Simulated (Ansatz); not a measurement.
```yaml
crystal:
  periodic: [false, false, false]
  atoms:
    - {symbol: Ba, position_ang: [-0.049585, 0.023778, -0.266527]}
    - {symbol: Se, position_ang: [-0.214724, -2.827022, -0.278623]}
    - {symbol: Se, position_ang: [0.013149, 2.816379, 0.121509]}
basis:
  gaussian: {orbitals: def2-TZVPD, fitting: {mean_field: def2-universal-jkfit}}
total_charge: -2
hamiltonian: {xc: {name: PBE}}
scf: {omitted_lower_state_checks: [starts]}
output: {forces: true}
```

```sh
$ ansatz run in.yaml --threads 4 --pin off --events-out ev --progress --plain --max-ram 3916MiB
```

Output, abridged:

```
Functional definition: PBE
662 factors; integrals over basis functions are off by at most 4.1e-1 eV
mean field evaluation 1: about -131373.6123 eV, gradient 4.3e1 eV
mean field evaluation 2: about -131367.2157 eV, gradient 6.8e1 eV
mean field evaluation 4: about -131375.8792 eV, gradient 3.7e0 eV
mean field evaluation 8: about -131375.9461 eV, gradient 9.5e-2 eV
mean field evaluation 16: about -131375.9461 eV, gradient 2.4e-5 eV
mean field -131375.94609843 eV, -4827.9769693027 hartree, gradient 2.4e-5 eV, S^2 0.000000; 0 other end points of the search recorded, 0 dependent functions left out
reference -131375.94612868 eV, -4827.9769704143 hartree; 40, 40 occupied and 114, 114 virtual orbitals, 662 factors
Total energy: -131375.94612868 eV, -4827.9769704143 hartree
Atom 0 at    -0.049585     0.023778    -0.266527 Å, force     0.041524    -0.212426    -0.205376 eV/Å
Atom 1 at    -0.214724    -2.827022    -0.278623 Å, force    -0.067675    -1.108658     0.008416 eV/Å
Atom 2 at     0.013149     2.816379     0.121509 Å, force     0.026151     1.321084     0.196960 eV/Å
Dipole moment:     0.090810     0.066290    -0.330079 e Å
Checks for a lower state left out: starts
```

Hardware: 4 threads of Arm Neoverse N1 on a shared host. Wall time 2.7 s.

In the def2 sets Ba takes a core potential; there is no spin–orbit coupling. A multiply charged anion in the gas phase is held together partly by the finite basis.

The dipole of an ion depends on the origin.
